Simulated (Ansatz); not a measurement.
A structure relaxed at PBE0-D4/def2-TZVP, charge 0, multiplicity 1:

```tsv
atom	x (Å)	y (Å)	z (Å)
C1	1.3996	-0.4061	-0.9566
C2	0.6308	-0.0290	0.3074
C3	0.7499	1.4671	0.5864
Zn4	-1.2292	-0.6201	0.2383
N5	-2.9890	-1.0732	0.0820
H6	2.4500	-0.0938	-0.8833
H7	1.3944	-1.4832	-1.1451
H8	0.9869	0.0827	-1.8447
H9	1.0837	-0.5667	1.1496
H10	0.2976	2.0662	-0.2100
H11	0.2703	1.7581	1.5249
H12	1.8035	1.7705	0.6516
H13	-3.6093	-0.9302	0.8656
H14	-3.2392	-1.9426	-0.3661
```

(1) Give its formula and SMILES.

(2) Point group (tolerance 0.08 Å, 0.16 Å for H)?

(3) Summarise the bond lengths by kind.

Results:

(1) C3H9NZn, `C[CH](C)[Zn][NH2]`.

(2) C1.

(3) 2 × C–C 1.526 to 1.527 Å; 7 × C–H 1.093 to 1.098 Å; 1 × C–Zn 1.953 Å; 1 × N–Zn 1.824 Å; 2 × H–N 1.010 Å.

Program: Ansatz 0.2.0.
